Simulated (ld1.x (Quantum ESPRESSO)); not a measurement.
## Configuration tests for W (Z = 74) (TM semilocal)

| Item | Value |
| --- | --- |
| Element | W (Z = 74) |
| Generator | ld1.x (Quantum ESPRESSO) 7.5 |
| Type | norm-conserving Troullier–Martins (semilocal form) |
| Functional | PBEsol |
| Relativity | scalar-relativistic |
| Frozen core | [Xe] 4f14 |
| Valence charge | 6 |
| Reference configuration | 5d4.5 6s1.5 6p0 |
| Partial waves | 6s (bound): rc 2.30 bohr; 5d (bound): rc 2.10 bohr; 6p (bound, empty): rc 3.60 bohr |
| Local potential | the p channel |
| Core correction | none |

Energies are relative to the spin-unpolarised reference configuration 5d4.5 6s1.5 6p0; without spin polarisation the order of configurations can differ from experiment.

| valence configuration | charge | ΔE all-electron (eV) | error AE − PS (meV) |
| --- | --- | --- | --- |
| 5d4 6s2 6p0 | 0 | -0.696 | -1.1 |
| 5d4 6s1 6p0 | +1 | 8.228 | -1.8 |
| 5d4 6s1 6p1 | 0 | 3.849 | -8.1 |
| 5d2 6s0 6p0 | +4 | 86.554 | -12 |
| 5d3 6s0 6p0 | +3 | 49.327 | -1.5 |
| 5d5 6s0 6p0 | +1 | 9.027 | -15 |

Question: What are ΔE and the potential's error for 5d4 6s0 6p0?

Answer: ΔE = 23.923 eV all-electron; the error (AE − PS) is +5.8 meV.

ld1.x printed “convergence not achieved” for 3 of the counted tests; their residual had stalled under 1e-8, short of the target of 1e-14.
